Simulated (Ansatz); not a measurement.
Steps of a relaxation of CH2BFO2 (`FB1OCO1`) with RKS PBE0-D4/def2-TZVP.

```sh
$ ansatz run in.yaml --threads 2 --pin off --events-out ev --progress --plain --max-ram 4352MiB
```

```yaml
crystal:
  periodic: [false, false, false]
  atoms:
    - {symbol: F, position_ang: [-1.542957, -1.777728, 0.236856]}
    - {symbol: B, position_ang: [-0.678073, -0.793049, 0.100776]}
    - {symbol: O, position_ang: [-0.721139, 0.331861, -0.714592]}
    - {symbol: C, position_ang: [0.548464, 0.605464, -0.091077]}
    - {symbol: O, position_ang: [0.541615, -0.577251, 0.731551]}
    - {symbol: H, position_ang: [0.527759, 1.538228, 0.513390]}
    - {symbol: H, position_ang: [1.385531, 0.604475, -0.822604]}
basis:
  gaussian: {orbitals: def2-TZVP}
hamiltonian: {xc: pbe0, dispersion: d4}
relax: {f_tol: 0.005, max_steps: 150}
```

Positions (Å) and forces (eV/Å) along the path, 5 of 5 steps:

```xyz
7
step=1 energy=-8554.5055 eV
F    -1.543   -1.778    0.237    0.420    0.476   -0.067
B    -0.678   -0.793    0.101   -0.015   -0.016    0.003
O    -0.721    0.332   -0.715    0.390   -0.407    0.536
C     0.548    0.605   -0.091    0.291    0.333   -0.045
O     0.542   -0.577    0.732   -0.527    0.253   -0.514
H     0.528    1.538    0.513   -0.045   -0.575   -0.322
H     1.386    0.604   -0.823   -0.515   -0.065    0.409
7
step=2 energy=-8554.5317 eV
F    -1.534   -1.768    0.235    0.160    0.180   -0.026
B    -0.675   -0.789    0.100    0.011    0.015   -0.001
O    -0.716    0.330   -0.709    0.146   -0.139    0.190
C     0.550    0.607   -0.091    0.035    0.041   -0.004
O     0.538   -0.572    0.727   -0.182    0.097   -0.186
H     0.524    1.525    0.508   -0.015   -0.172   -0.095
H     1.374    0.599   -0.815   -0.155   -0.022    0.121
7
step=3 energy=-8554.5350 eV
F    -1.528   -1.762    0.234   -0.005   -0.005    0.001
B    -0.672   -0.786    0.100    0.014    0.013   -0.004
O    -0.713    0.330   -0.707    0.003    0.005    0.002
C     0.549    0.606   -0.091   -0.023   -0.029    0.002
O     0.537   -0.570    0.724    0.002    0.005    0.001
H     0.521    1.519    0.507    0.002    0.009    0.004
H     1.368    0.596   -0.812    0.008    0.002   -0.005
7
step=4 energy=-8554.5350 eV
F    -1.528   -1.762    0.234    0.000   -0.002   -0.001
B    -0.672   -0.786    0.100    0.002    0.006    0.002
O    -0.713    0.330   -0.707    0.002   -0.001   -0.001
C     0.549    0.606   -0.091   -0.007   -0.005    0.003
O     0.537   -0.570    0.724    0.001   -0.001   -0.002
H     0.522    1.519    0.506    0.002    0.001   -0.001
H     1.368    0.596   -0.812    0.001    0.001    0.000
7
step=5 energy=-8554.5350 eV
F    -1.528   -1.762    0.234    0.000    0.000    0.000
B    -0.672   -0.786    0.100    0.000    0.000    0.000
O    -0.713    0.330   -0.707    0.000    0.000    0.000
C     0.549    0.606   -0.091    0.000    0.000    0.000
O     0.537   -0.570    0.724    0.000    0.000    0.000
H     0.522    1.519    0.506    0.000    0.000    0.000
H     1.368    0.596   -0.812    0.000    0.000    0.000
```

Run time 19 s (2 threads of an Arm Neoverse V1 on a shared host); peak host memory 0.32 GiB.
